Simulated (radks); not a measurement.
The numbers below are computed, except where a source is named.
Ionisation of the scandium ion Sc+, [Ar] 3d1 4s1, to Sc2+, [Ar] 3d1, under several functionals. Scalar-relativistic Kohn-Sham, spin-unpolarised, spherical densities, finite nucleus; a radial shooting solver on a logarithmic mesh with Libxc functionals.

[
 {"functional": "exchange-only B88", "E(Sc+) (hartree)": "-763.19047", "Exc (hartree)": "-38.09096", "IE (eV)": "12.233", "-e(HOMO) (eV)": "9.068", "<r> HOMO (bohr)": "1.737", "IE error (eV)": "-0.567"},
 {"functional": "BP86", "E(Sc+) (hartree)": "-764.11377", "Exc (hartree)": "-39.03590", "IE (eV)": "12.825", "-e(HOMO) (eV)": "9.919", "<r> HOMO (bohr)": "3.350", "IE error (eV)": "+0.025"},
 {"functional": "XLYP", "E(Sc+) (hartree)": "-764.23972", "Exc (hartree)": "-39.16355", "IE (eV)": "12.975", "-e(HOMO) (eV)": "9.775", "<r> HOMO (bohr)": "3.356", "IE error (eV)": "+0.175"},
 {"functional": "SCAN", "E(Sc+) (hartree)": "-764.08342", "Exc (hartree)": "-38.99997", "IE (eV)": "12.362", "-e(HOMO) (eV)": "9.656", "<r> HOMO (bohr)": "1.715", "IE error (eV)": "-0.438"},
 {"functional": "BLYP", "E(Sc+) (hartree)": "-764.05811", "Exc (hartree)": "-38.97771", "IE (eV)": "12.906", "-e(HOMO) (eV)": "9.752", "<r> HOMO (bohr)": "3.351", "IE error (eV)": "+0.107"},
 {"functional": "PW91", "E(Sc+) (hartree)": "-764.04223", "Exc (hartree)": "-38.96672", "IE (eV)": "12.784", "-e(HOMO) (eV)": "9.762", "<r> HOMO (bohr)": "3.367", "IE error (eV)": "-0.016"}
]

NIST Atomic Spectra Database: 12.800 eV (measured). Closest: PW91. The Delta-SCF values span 0.74 eV, the total energies 1.05 hartree. The highest occupied level is 3d. Spin polarisation and multiplet splitting are left out, so open shells lie too high by an amount that depends on their filling.

Beside tabulated values, note that spin-unpolarised runs miss the spin-polarisation part of the exchange energy of open shells.
